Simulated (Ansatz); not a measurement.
Mulliken charges of `[NH2][W](=[S])(=[S])[Cl]` from B3LYP/def2-TZVPP in Ansatz (PBE0-D4/def2-TZVP geometry).

```csv
atom,x (Å),y (Å),z (Å),charge (e)
N1,-0.560,0.690,0.852,-0.391
W2,0.313,-0.372,-0.478,0.659
S3,1.844,-1.483,0.479,-0.201
S4,-1.136,-1.656,-1.340,-0.201
Cl5,1.211,0.957,-2.076,-0.228
H6,-1.550,0.891,0.846,0.180
H7,-0.122,0.973,1.717,0.180
```

Task: By hand: the dipole of these point charges (1 e Å = 4.8032 D).

Result: Σ q r = (-0.294, 0.233, 0.460) e Å, of length 0.594 e Å = 2.85 D.

Task: How does the dipole of the full density compare? (An estimate is asked.)

Result: Computed: (-0.316, 0.464, 0.474) e Å, 3.53 D; the point charges give 0.81 times that, at 16° from its direction.

Point charges leave out the atoms' own dipoles, such as those of lone pairs, and Mulliken's split depends on the basis, so the two needn't agree.

B3LYP here is the variant with VWN-RPA as its local correlation; programs differ in this.
